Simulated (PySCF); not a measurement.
**Spin–spin coupling constants**

Bonds (- single, = double, # triple, : aromatic): N1=C2, C2-C3, C3-C4, C4-C5, C5-C6, C6=C7, C7-C5. N1 carries H8; C2 carries H9; C3 carries H10, H11; C4 carries H12, H13; C5 carries H14; C6 carries H15; C7 carries H16. Stereochemistry as in [H]/N=C\CCC1C=C1.

Couplings: B3LYP/pcJ-1 (spin–dipole term only in couplings to heteroatoms) in PySCF 2.14.0 with density-fitted response routines, geometry GFN2-xTB; gas phase, one conformer, non-relativistic. Couplings are averaged over pairs made equivalent by symmetry, fast rotation or ring inversion, so a value needn't be that of the named pair in this geometry, while other rotamers aren't included; one pair stands for each set, and the list holds a selection of those of at least 0.8 Hz over up to four bonds.

Isotopes: $^{13}$C, $^{1}$H, $^{15}$N.

| pair | bonds | J (Hz) |
| --- | --- | --- |
| N1, C2 | 1 | -6.2 |
| N1, H8 | 1 | -50.2 |
| C2, C3 | 1 | ? |
| C2, H9 | 1 | 173.5 |
| C3, C4 | 1 | 31.6 |
| C3, H10 | 1 | 132.9 |
| C4, C5 | 1 | 45.2 |
| C4, H12 | 1 | 134.0 |
| C5, C6 | 1 | 12.3 |
| C5, H14 | 1 | 171.6 |
| C6, C7 | 1 | ? |
| C6, H15 | 1 | 239.9 |
| C3, H9 | 2 | 17.1 |
| C4, H10 | 2 | ? |
| C4, H14 | 2 | ? |
| C5, H15 | 2 | ? |
| C6, H16 | 2 | 3.1 |
| H10, H11 | 2 | ? |
| N1, H10 | 3 | -1.7 |
| C2, C5 | 3 | 1.1 |
| C3, C6 | 3 | 3.6 |
| C4, H15 | 3 | ? |
| C6, H13 | 3 | 5.7 |
| H8, H9 | 3 | 27.8 |
| H14, H15 | 3 | -1.7 |
| H8, H10 | 4 | ? |

Estimate the withheld couplings, with signs.

Answers


- $^{1}J$(C2,C3) = 37.2 Hz (bond length 1.499 Å)
- $^{1}J$(C6,C7) = 65.3 Hz (bond length 1.299 Å)
- $^{2}J$(C4,H10) = -4.0 Hz (mean over equivalent pairs that range from -4.8 to -3.2 Hz in this conformer)
- $^{2}J$(C4,H14) = 11.5 Hz (angle at C5 113°)
- $^{2}J$(C5,H15) = 2.6 Hz (angle at C6 145°)
- $^{2}J$(H10,H11) = -13.3 Hz (angle at C3 108°)
- $^{3}J$(C4,H15) = -1.3 Hz (dihedral angle 74°)
- $^{4}J$(H8,H10) = -1.9 Hz (mean over equivalent pairs that range from -2.7 to -1.0 Hz in this conformer)
